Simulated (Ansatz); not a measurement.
Species: H2Cl2GeS2, SMILES `[SH][Ge]([SH])([Cl])[Cl]` (H–S–Ge–Cl torsion -83°, Cl–Ge–S–H torsion -178°) (charge 0, multiplicity 1).

**Question.** Give a relaxed geometry from PBE0-D3(BJ)/def2-TZVP run with Ansatz (a first-principles code).

**Answer.** Several could match; the one computed here: the end point of this relaxation, one of several conformers (outside a Z-matrix the atoms follow the SMILES, hydrogens last).
Z-matrix (Å, degrees):
```
Ge
Cl 1 2.1362
Cl 1 2.1437 2 106.59
S 1 2.1932 2 105.61 3 -120.33
H 4 1.3452 1 92.35 2 -177.97
S 1 2.1982 2 112.87 3 118.89
H 6 1.3445 1 92.84 2 -82.96
```
